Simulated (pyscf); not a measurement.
Single points on ωB97X-D3(BJ)/def2-SVP structures (PySCF, gas phase). MP2 and CC: frozen core, UHF for open shells. ΔMP2 is the change of the MP2 total energy from the triple- to the quadruple-zeta basis.

### Question
PBE/def2-TZVP puts the barrier of `[CH]=[CH][C]#[CH]` [doublet] → `[CH]#[C][C]=[CH2]` [doublet] (hydrogen shift; doublet surface; C–H broken, C–H formed) at 157.5 kJ/mol and the reaction energy at -74.4 kJ/mol, from the reactant's lowest minimum found. What do PBE0-D3(BJ)/def2-TZVP, ωB97M-D3(BJ)/def2-TZVP, CCSD(T)/def2-TZVPP + ΔMP2(QZVPP) give on the same structures?

### Answer
PBE0-D3(BJ): ΔE‡ = 179.2 kJ/mol, ΔE = -62.5 kJ/mol; ωB97M-D3(BJ): ΔE‡ = 190.0 kJ/mol, ΔE = -52.5 kJ/mol; CCSD(T): ΔE‡ = 192.2 kJ/mol, ΔE = -39.8 kJ/mol. PBE's barrier lies under all of them, by 21.7 to 34.6 kJ/mol. Its reaction energy lies under all of them, by 11.9 to 34.6 kJ/mol. •HC=CH–C≡CH lies 52.5 kJ/mol over its isomer •HC=C=C=CH₂, and others may lie lower still (electronic energy, ωB97M-D3(BJ)). One saddle was located; it need not be the lowest between these sides. The CCSD(T) − MP2 part came from Ansatz, without density fitting, on the same reference. An open-shell T1 diagnostic exceeds 0.045. A UHF reference is spin-contaminated (<S²> up to 1.43), which harms MP2 most.
